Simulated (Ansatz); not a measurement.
Ansatz (a first-principles code) input (CCSD(T)/aug-cc-pVDZ):

Ansatz 0.2 input:
```yaml
crystal:
  periodic: [false, false, false]
  atoms:
    - {symbol: C, position_ang: [-0.15458263, 1.56936794, 0.12679620]}
    - {symbol: C, position_ang: [-0.46010178, 0.11839111, 0.25121699]}
    - {symbol: C, position_ang: [-1.77580462, -0.25558895, -0.43448311]}
    - {symbol: O, position_ang: [0.54588482, -0.69368072, -0.34901345]}
    - {symbol: C, position_ang: [1.78028139, -0.67225970, 0.33715635]}
    - {symbol: H, position_ang: [-0.55078373, 2.28404498, 0.83480451]}
    - {symbol: H, position_ang: [0.33383512, 1.93500851, -0.76691364]}
    - {symbol: H, position_ang: [-0.53883351, -0.14464435, 1.31817736]}
    - {symbol: H, position_ang: [-1.71598341, -0.03155660, -1.50007087]}
    - {symbol: H, position_ang: [-1.96674374, -1.32258087, -0.31011871]}
    - {symbol: H, position_ang: [-2.60520026, 0.30674057, -0.00473890]}
    - {symbol: H, position_ang: [2.22075939, 0.33078383, 0.35743386]}
    - {symbol: H, position_ang: [2.45186170, -1.34634055, -0.19233870]}
    - {symbol: H, position_ang: [1.66525562, -1.02147212, 1.37175422]}
basis:
  gaussian:
    orbitals: aug-cc-pVDZ
magnetization: {spin_polarized: true, initial_magnetization: 1}
correlation: {method: ccsd_t, electrons: outside_noble_gas}
output: {forces: true}
```

Output:

```
Functional definition: HF
integrals: 1.55 GiB planned
1926 factors; integrals over basis functions are off by at most 7.7e-4 eV
0.90 GiB of device memory are held for the factors and their scratch space
mean field: 1.07 GiB planned
mean field evaluation 1: about -6296.1708 eV, gradient 2.7e1 eV
mean field evaluation 2: about -6296.1715 eV, gradient 2.7e1 eV
mean field evaluation 4: about -6300.4267 eV, gradient 3.9e0 eV
mean field evaluation 8: about -6300.5356 eV, gradient 2.0e-1 eV
mean field evaluation 16: about -6300.5208 eV, gradient 1.2e0 eV
mean field -6300.53641679 eV, -231.5404426599 hartree, gradient 1.6e-6 eV, S^2 0.762593; 0 other end points of the search recorded, 0 dependent functions left out
5 core orbitals not correlated
reference -6300.53641679 eV, -231.5404426599 hartree; 16, 15 occupied and 175, 176 virtual orbitals, 1926 factors
densities: 12.71 GiB planned
second order -20.89763061 eV of doubles, -0.00000000 eV of singles
coupled cluster: 10.24 GiB planned
cycle   1  -21.88474220 eV  change   -9.9e-1 eV  update   1.0e-1
cycle   2  -22.44730472 eV  change   -5.6e-1 eV  update   3.1e-2
cycle   3  -22.59075554 eV  change   -1.4e-1 eV  update   1.6e-2
cycle   4  -22.59323475 eV  change   -2.5e-3 eV  update   4.8e-3
cycle   5  -22.59172354 eV  change    1.5e-3 eV  update   2.4e-3
cycle   6  -22.59211922 eV  change   -4.0e-4 eV  update   9.2e-4
cycle   7  -22.59202062 eV  change    9.9e-5 eV  update   4.0e-4
cycle   8  -22.59199682 eV  change    2.4e-5 eV  update   1.7e-4
cycle   9  -22.59203542 eV  change   -3.9e-5 eV  update   8.9e-5
cycle  10  -22.59201666 eV  change    1.9e-5 eV  update   4.4e-5
cycle  11  -22.59200433 eV  change    1.2e-5 eV  update   2.2e-5
cycle  12  -22.59201576 eV  change   -1.1e-5 eV  update   1.1e-5
cycle  13  -22.59202143 eV  change   -5.7e-6 eV  update   5.3e-6
cycle  14  -22.59202525 eV  change   -3.8e-6 eV  update   2.5e-6
perturbative correction -0.72941986 eV, -0.0268056856 hartree
the calculation of the forces begins
0.90 GiB of device memory are held for the factors and their scratch space
Total energy: -6323.85786190 eV, -232.3974899600 hartree
Atom 0 at    -0.154583     1.569368     0.126796 Å, force     0.117394     0.114695     0.028460 eV/Å
Atom 1 at    -0.460102     0.118391     0.251217 Å, force    -0.076520    -0.183181     0.091484 eV/Å
Atom 2 at    -1.775805    -0.255589    -0.434483 Å, force     0.131512    -0.012773     0.032600 eV/Å
Atom 3 at     0.545885    -0.693681    -0.349013 Å, force    -0.220370    -0.351281    -0.611591 eV/Å
Atom 4 at     1.780281    -0.672260     0.337156 Å, force     0.051718     0.096780     0.155001 eV/Å
Atom 5 at    -0.550784     2.284045     0.834805 Å, force    -0.196600     0.348225     0.342613 eV/Å
Atom 6 at     0.333835     1.935009    -0.766914 Å, force     0.230120     0.180068    -0.438944 eV/Å
Atom 7 at    -0.538834    -0.144644     1.318177 Å, force    -0.026358    -0.103498     0.428117 eV/Å
Atom 8 at    -1.715983    -0.031557    -1.500071 Å, force     0.041166     0.112009    -0.481507 eV/Å
Atom 9 at    -1.966744    -1.322581    -0.310119 Å, force    -0.079279    -0.460845     0.061217 eV/Å
Atom 10 at    -2.605200     0.306741    -0.004739 Å, force    -0.363044     0.267588     0.211641 eV/Å
Atom 11 at     2.220759     0.330784     0.357434 Å, force     0.177929     0.418727     0.003547 eV/Å
Atom 12 at     2.451862    -1.346341    -0.192339 Å, force     0.276420    -0.287891    -0.235065 eV/Å
Atom 13 at     1.665256    -1.021472     1.371754 Å, force    -0.064087    -0.138624     0.412426 eV/Å
Dipole moment:    -0.001749     0.123373     0.201834 e Å
```

It need not be the lowest isomer of its formula.
